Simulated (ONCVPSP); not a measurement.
# lead (Pb), ONCV: configuration errors across variants

- Element: Pb (Z = 82)
- Generator: ONCVPSP 4.0.1
- Type: optimised norm-conserving Vanderbilt (ONCV)
- Functional: PBE
- Relativity: fully relativistic
- Frozen core: [Kr] 4d10 4f14
- Valence charge: 22
- Reference configuration: 5s2 5p6 5d10 6s1.75 6p2.25
- Partial waves: 5s+6s: rc 1.45 bohr, ncon 3, nbas 6, qcut 7.4 1/bohr, 2 projectors; 5p+6p: rc 1.60 bohr, ncon 4, nbas 7, qcut 7 1/bohr, 2 projectors; 5d: rc 1.70 bohr, ncon 3, nbas 7, qcut 10.1 1/bohr, 1 projector
- Local potential: polynomial inside 1.40 bohr (lpopt 5, dvloc0 0 Ha)
- Core correction: Teter function fitted to the true core (icmod 2), fcfact 0.6

Open shells are filled in proportion to 2j + 1.

All-electron excitation energies from the reference (eV): (1) 5s2 5p6 5d10 6s2 6p2 -2.107; (2) 5s2 5p6 5d10 6s2 6p1 4.591; (3) 5s2 5p6 5d10 6s2 6p0 18.197; (4) 5s1 5p6 5d10 6s2 6p2 149.486.

Errors AE − PS in meV (a dash: test not solved or not reliable):

| change | (1) | (2) | (3) | (4) | bound ghosts | GHOST(+) flags above zero |
| --- | --- | --- | --- | --- | --- | --- |
| base | -0.2 | +0.1 | +0.4 | -580 | none | s |
| core correction Teter function fitted to the true core (icmod 2), fcfact 0.12 | -0.3 | +0.1 | +0.4 | -555 | none | s |
| core correction Teter function fitted to the true core (icmod 2), fcfact 0.28 | -0.3 | +0.1 | +0.4 | -571 | none | s |
| core correction Teter function fitted to the true core (icmod 2), fcfact 0.36 | -0.3 | +0.1 | +0.4 | -574 | none | s |
| core correction Teter function fitted to the true core (icmod 2), fcfact 0.52 | -0.3 | +0.1 | +0.4 | -577 | none | s |
| core correction Teter function fitted to the true core (icmod 2), fcfact 0.62 | -0.2 | +0.1 | +0.4 | -580 | none | s |
| core correction Teter function fitted to the true core (icmod 2), fcfact 0.74 | -0.3 | +0.1 | +0.4 | -580 | none | s |
| core correction Teter function fitted to the true core (icmod 2), fcfact 1 | -0.2 | +0.1 | +0.4 | -582 | none | s |
| core correction Teter function fitted to the true core (icmod 2), fcfact 1.14 | -0.2 | +0.1 | +0.3 | -582 | none | s |
| core correction Teter function fitted to the true core (icmod 2), fcfact 1.22 | -0.2 | +0.1 | +0.3 | -582 | none | s |

Q: Give the same row for: core correction Teter function fitted to the true core (icmod 2), fcfact 0.88.

A: -0.2, +0.1, +0.4, -582; bound ghosts: none; GHOST(+) flags above zero: s.
